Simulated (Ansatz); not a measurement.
Isolated molecules relaxed with PBE0-D4/def2-TZVP in Ansatz; ΔE leaves out vibrations. CCSD(T)/CBS adds triple-zeta CCSD(T) − MP2 to the extrapolated MP2 energy (def2 sets, frozen cores). Functionals use def2-TZVPP. B3LYP here is the variant with VWN-RPA as its local correlation; programs differ in this. HSE06 is defined as in plane-wave codes. def2 core potentials past Kr. For Sn outer-core shells are correlated without core-valence functions, which leaves a few kJ/mol of doubt a bond. Each species was taken in one conformer, which may not be the lowest.

Reaction (formal exchange of groups at a C–C bond): `CC[O][Al]([Cl])[Cl]` + `[OH][SnH]([OH])[OH]` → `[CH3][Sn]([OH])([OH])[OH]` + `C[O][Al]([Cl])[Cl]`

`CC[O][Al]([Cl])[Cl]`:

Z-matrix (Å, degrees):
```
C
C 1 1.511
H 1 1.093 2 110.9
H 1 1.092 2 110.5 3 -120.2
H 1 1.093 2 110.4 3 119.8
O 2 1.409 1 110.9 3 63.2
H 2 1.097 1 110.1 3 -59.6
H 2 1.095 1 110.1 3 -177.7
Al 6 1.665 2 135.4 1 -106.3
Cl 9 2.081 6 120.7 2 -2.0
Cl 9 2.071 6 119.3 2 178.2
```

`[OH][SnH]([OH])[OH]`:

Cartesian coordinates in Å:
```
O 1.187 0.858 1.076
Sn -0.465 0.146 0.314
O -0.244 -1.791 0.195
O -0.571 0.810 -1.520
H 1.853 0.174 1.189
H -1.820 0.577 1.227
H -0.150 -2.085 -0.715
H 0.211 1.311 -1.766
```

`[CH3][Sn]([OH])([OH])[OH]`:

```xyz
11

C     0.728   -1.405   -0.934
Sn   -0.108    0.208    0.138
O    -1.691   -0.315    1.167
O    -0.675    1.675   -1.030
O     1.148    0.988    1.424
H     0.266   -1.453   -1.919
H     1.800   -1.244   -1.034
H     0.540   -2.330   -0.391
H    -2.430    0.278    1.011
H    -0.336    2.523   -0.730
H     0.757    1.075    2.298
```

`C[O][Al]([Cl])[Cl]`:

```xyz
8

C    -0.081   -1.245   -0.486
O     0.627   -0.106   -0.081
Al    0.237    1.391    0.534
Cl   -1.746    1.922    0.868
Cl    1.758    2.729    0.967
H    -1.164   -1.126   -0.373
H     0.236   -2.107    0.108
H     0.134   -1.458   -1.537
```

| level | ΔE (kcal/mol) | difference from CCSD(T)/CBS |
| --- | --- | --- |
| B3LYP-D4 | -6.8 | 0.9 |
| BHLYP-D4 | -6.4 | 1.3 |
| CAM-B3LYP-D4 | -5.9 | 1.8 |
| ωB97M-V | -6.5 | 1.2 |
| B2PLYP | -7.2 | 0.5 |
| BLYP | -7.3 | 0.4 |
| PBE0 | -6.3 | 1.4 |
| B3LYP | -6.8 | 0.9 |
| HSE06 | -6.3 | 1.4 |
| CAM-B3LYP | -5.9 | 1.8 |
| MP2/def2-SVP | -4.2 | 3.5 |
| CCSD/def2-SVP | -3.5 | 4.2 |
| HF/def2-TZVPP | -5.2 | 2.5 |
| MP2/def2-TZVPP | -8.3 | -0.6 |
| CCSD/def2-TZVPP | -6.9 | 0.8 |
| MP2/CBS(def2) | -8.8 | -1.1 |
| CCSD(T)/CBS | -7.7 | 0 |

Largest T1 diagnostic among the species: 0.014.

From BLYP to BHLYP (50 % exact exchange), in def2-TZVPP and without D4, ΔE moves by +1.2 kcal/mol. In def2-TZVPP, CCSD(T) changes the Hartree–Fock value by −2.1 kcal/mol (the triples alone add −0.3 kcal/mol) and MP2 by −3.1 kcal/mol. Leaving LDA and LC-ωPBE aside and taking each functional with its dispersion term where it has one, the values, not all of them listed here, spread over 2.7 kcal/mol, from B2PLYP to B97M-V. LDA lies +2.2 kcal/mol from PBE without D4.
